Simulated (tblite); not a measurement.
Compound: C₆H₉NO₂S.
Z-matrix (Å and degrees, GFN2-xTB geometry), rows numbered from 1:
```
C 
N   1  1.2564
C   2  1.3759  1  124.24
C   3  1.3417  2  124.16  1    46.10
C   4  1.4752  3  120.42  2   172.33
S   5  1.8410  4  108.19  3   -51.42
O   6  1.4364  5  109.01  4   -75.67
O   6  1.4392  5  107.92  4   155.80
C   6  1.8325  5  104.24  4    40.25
C   3  1.5064  2  115.40  1  -143.36
H   1  1.0926  2  124.37  3     5.04
H   1  1.0799  2  118.12  3  -176.09
H   4  1.0795  3  120.56  2    -2.53
H   5  1.0851  4  113.37  3  -169.59
H   5  1.0886  4  113.67  3    63.41
H   9  1.0856  6  105.60  5   132.07
H   9  1.0855  6  106.12  5  -110.22
H  10  1.0930  3  109.88  2   128.68
H  10  1.0913  3  109.54  2     9.63
```

Calculated harmonic vibrations of the isolated species, GFN2-xTB (tblite), most abundant isotopes, no scaling. The method is semi-empirical: single wavenumbers can be off by several per cent or more. One conformer, not necessarily the lowest.

Harmonic wavenumbers (cm⁻¹): 36.2, 113.2, 138.9, 211.1, 228.1, 286.9, 299.5, 320.8, 357.4, 382.5, 431.4, 480.6, 512.8, 608.9, 658.4, 701.9, 735.8, 781.2, 797.6, 823.6, 883.4, 938.3, 968.5, 1025.6, 1059.3, 1076.7, 1100.2, 1115.6, 1132.3, 1144.9, 1170.4, 1208.2, 1242.1, 1255.1, 1275.2, 1322.8, 1414.9, 1418.9, 1422.8, 1454.1, 1638.7, 1719.8, 2910.7, 2965.0, 2984.8, 2995.5, 3032.3, 3043.6, 3044.7, 3078.1, 3090.3.

A = 2765, B = 753.6, C = 704.0 MHz; mass 159.035 u (most abundant isotopes); point group C1, symmetry number 1.

Task: What is the zero-point energy?

Result: ½Σν̃ = 31520 cm⁻¹ = 90.12 kcal/mol.

Task: Give the ideal-gas entropy at 273.15 K and 1 bar in the rigid-rotor, harmonic-oscillator model (classical rotation).

Result: Translation 40.69, rotation 29.51, vibration 24.42: S = 94.6 cal/(mol K).

Task: And Cp and H(273.15 K) − H(0)?

Result: Cp = 36.97 cal/(mol K), of which vibrations give 29.02 (their classical limit is 51 R = 101.3); H(273.15 K) − H(0) = 5.89 kcal/mol without the zero-point energy, 3.72 from vibrations.

Task: Which modes carry the vibrational entropy at 273.15 K?

Result: 36.2 cm⁻¹: 5.28; 113.2 cm⁻¹: 3.04; 138.9 cm⁻¹: 2.65; 211.1 cm⁻¹: 1.88; 228.1 cm⁻¹: 1.74; 286.9 cm⁻¹: 1.35 cal/(mol K); the other 45 give 8.48 together.

Task: Blend soft modes into free rotors: weight 1/[1 + (100 cm⁻¹/ν̃)⁴] for the oscillator and the rest for a rotor with moment μB/(μ + B), μ = h/(8π²ν), B = 10⁻⁴⁴ kg m². What vibrational entropy results?

Result: 22.79 cal/(mol K) in place of 24.42, which changes −T·S at 273.15 K by +0.45 kcal/mol.

Task: What must be added to the electronic energy to get the Gibbs energy at 273.15 K and 1 bar?

Result: ZPE + [H(273.15 K) − H(0)] − T·S = 90.12 + 5.89 − 25.85 = 70.16 kcal/mol.

Task: How do the functions run with temperature in this model?

Result: 
```csv
T (K),S (cal/(mol K)),Cp (cal/(mol K)),H − H(0) (kcal/mol),G − H(0) (kcal/mol),ln q(vib)
50,59.3,11.6,0.48,-2.49,0.50
100,69.0,17.2,1.19,-5.71,1.41
298.15,98.0,39.8,6.85,-22.36,6.07
373.15,107.8,47.9,10.14,-30.08,8.00
500,123.5,59.4,16.98,-44.77,11.31
750,150.8,74.8,33.92,-79.15,17.74
1000,173.7,84.4,53.90,-119.78,23.76
```

q(vib) and H(0) count from the zero-point level.

Hindered rotation and anharmonicity are outside this model. Other conformers, if any are populated, would add a mixing term that is left out. The structure is chiral; the term R ln 2 for an equal mix with its mirror image is left out.
